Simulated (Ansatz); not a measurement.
Isomers of Zn$_{2}$Se⁺ (doublet), relaxed with r2SCAN-D4/def2-TZVP; total energies from Ansatz at CCSD(T)/def2-TZVP.

| isomer | description | energy (Eh) |
| --- | --- | --- |
| A | point group C2v; 2 × Se–Zn 2.31 Å | -5956.24309 |
| B | point group C2v; 2 × Se–Zn 2.32 Å | -5956.24398 |

Correlated methods freeze 27 core orbitals; core or outer-core shells of Se are correlated, in sets that lack core-valence functions. In CCSD on the charge 1 doublet the largest single amplitude is 0.31, so its Hartree–Fock determinant may place the open shell otherwise than the density functionals do.

The isomers come from a short search, and lower ones may exist.

Q: Work out the relative energies (1 Eh = 2625.5 kJ/mol) and the Boltzmann populations at 800 K from electronic energies alone (R = 8.314 J/mol/K).

A: ΔE: A 2.3, B 0.0 kJ/mol. RT = 6.65 kJ/mol. Factors exp(−ΔE/RT): A 0.708, B 1; sum 1.708. Populations: A 41.5 %, B 58.5 %. Zero-point energy, vibrational entropy and symmetry numbers are left out and can shift these; an error of 4 kJ/mol changes a ratio by a factor of 1.8. Over the other density-functional and correlated levels in def2 sets, the gap between B and A ranges from -12 to -5 kJ/mol.
